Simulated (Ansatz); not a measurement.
Born–Oppenheimer molecular dynamics of BFH$_{5}$NO (9 atoms, charge 0, multiplicity 1). It starts at the highest image of a converged band. Of that band: The profile has 2 maxima (images 1, 7) with wells between them (image 2): this band takes more than one step, which may be the mechanism or a detour left from its start path. A vibrational analysis at the climbing image gives one clearly imaginary mode, 586i cm⁻¹: a first-order saddle point.

Computed with RKS PBE/6-31G* in Ansatz.

```
ensemble                      : NVE (velocity Verlet)
time step                     : 0.5 fs
steps asked                   : 200
starting velocities drawn for : 100 K
seed                          : 3656
```

First frame:

```xyz
9
Properties=species:S:1:pos:R:3
B 0.122 0.407 -0.072
F -0.365 -0.335 1.589
O 1.397 -0.032 -0.385
H 1.357 -0.855 -0.904
H -0.855 0.147 -0.731
N 0.131 1.717 0.718
H 1.053 2.157 0.798
H -0.583 2.407 0.479
H -0.198 0.772 1.636
```

(1) How far do the bonds stretch over the last three quarters of this one trajectory? (Pairs bonded in most of those frames.)

Answers

(1) 
```tsv
bond	mean (Å)	spread (Å)	shortest	longest
B1–F2	1.385	0.070	1.26	1.52
B1–O3	1.424	0.045	1.33	1.49
B1–H5	1.234	0.038	1.15	1.32
O3–H4	0.975	0.001	0.97	0.98
N6–H7	1.027	0.008	1.01	1.04
N6–H8	1.028	0.017	1.00	1.06
N6–H9	1.030	0.019	1.00	1.07
```

Mean temperature of the second half: 508 K. The conserved energy stayed within 0.16 meV per atom of its start (net change -0.086 meV per atom), so the integration is sound. The kinetic energy rose, since the run started high on the potential surface and went downhill. It ends in pieces (BFH2O + H3N), so much of that is their flight and rotation, not heat. A run of 0.1 ps of so small a system gives no equilibrium averages. The orbitals stay closed-shell, which can raise the energy where a bond breaks towards radicals; this wasn't checked here.

Run time: 4 min on 1 thread of Intel(R) Xeon(R) Platinum 8488C (Sapphire Rapids) (shared host), peak memory 0.13 GiB.
